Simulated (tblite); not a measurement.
C6H15NSi.
Cartesian coordinates in Å at the GFN2-xTB level; atoms count from 1:
```xyz
23
C6H15NSi angstrom
C     -2.6671    0.8897   -0.1544
C     -1.3890    0.6924   -0.4552
N     -0.6075   -0.3703   -0.0542
Si    -1.2406   -1.6162    0.9714
C      0.7758   -0.3752   -0.5057
C      0.8730   -0.4274   -2.0326
C      1.5753    0.8042    0.0684
C      1.6165    0.7746    1.5906
H     -3.2340    0.2071    0.4524
H     -3.1848    1.7574   -0.5205
H     -0.8829    1.4212   -1.0746
H     -1.6969   -1.0453    2.2429
H     -0.1295   -2.5370    1.2056
H     -2.3422   -2.3161    0.3042
H      1.2243   -1.2945   -0.1167
H      0.2603   -1.2415   -2.4130
H      1.9048   -0.5972   -2.3303
H      0.5347    0.4998   -2.4879
H      2.5916    0.7537   -0.3286
H      1.1369    1.7474   -0.2627
H      0.6098    0.8369    1.9968
H      2.0709   -0.1491    1.9427
H      2.1957    1.6125    1.9717
```

Calculated harmonic vibrations of the isolated species, GFN2-xTB (tblite), most abundant isotopes, no scaling. The method is semi-empirical: single wavenumbers can be off by several per cent or more. Modes of hydrogen on silicon can be 10 to 20 % off. One conformer, not necessarily the lowest.

Harmonic wavenumbers (cm⁻¹): 33.9, 60.3, 80.9, 162.2, 172.9, 205.9, 214.4, 235.3, 255.3, 276.1, 347.2, 439.3, 483.4, 518.1, 566.8, 615.2, 643.6, 673.0, 776.4, 798.9, 801.5, 817.4, 835.4, 877.0, 980.0, 982.7, 998.3, 1011.1, 1058.8, 1092.7, 1117.5, 1142.7, 1192.5, 1235.1, 1270.8, 1294.3, 1327.7, 1347.9, 1371.2, 1406.7, 1414.5, 1417.6, 1485.6, 1495.5, 1497.4, 1499.7, 1502.2, 1697.5, 2217.4, 2233.8, 2264.1, 2938.6, 2971.6, 2988.2, 3030.2, 3034.6, 3035.0, 3036.5, 3042.2, 3042.7, 3053.8, 3120.3, 3146.3.

A = 1868, B = 1241, C = 1129 MHz; mass 129.097 u (most abundant isotopes); point group C1, symmetry number 1.

**Question.** Zero-point energy?

**Answer.** ½Σν̃ = 42443 cm⁻¹ = 121.35 kcal/mol.

**Question.** Entropy at 400 K, 1 bar (ideal gas, RRHO, classical rotation)?

**Answer.** Translation 41.97, rotation 30.07, vibration 47.42: S = 119.5 cal/(mol K).

**Question.** And Cp and H(400 K) − H(0)?

**Answer.** Cp = 55.97 cal/(mol K), of which vibrations give 48.03 (their classical limit is 63 R = 125.2); H(400 K) − H(0) = 12.95 kcal/mol without the zero-point energy, 9.77 from vibrations.

**Question.** Blend soft modes into free rotors: weight 1/[1 + (100 cm⁻¹/ν̃)⁴] for the oscillator and the rest for a rotor with moment μB/(μ + B), μ = h/(8π²ν), B = 10⁻⁴⁴ kg m². What vibrational entropy results?

**Answer.** 43.42 cal/(mol K) in place of 47.42, which changes −T·S at 400 K by +1.60 kcal/mol.

**Question.** What must be added to the electronic energy to get the Gibbs energy at 400 K and 1 bar?

**Answer.** ZPE + [H(400 K) − H(0)] − T·S = 121.35 + 12.95 − 47.79 = 86.51 kcal/mol.

Hindered rotation and anharmonicity are outside this model. Other conformers, if any are populated, would add a mixing term that is left out. The structure is chiral; the term R ln 2 for an equal mix with its mirror image is left out.
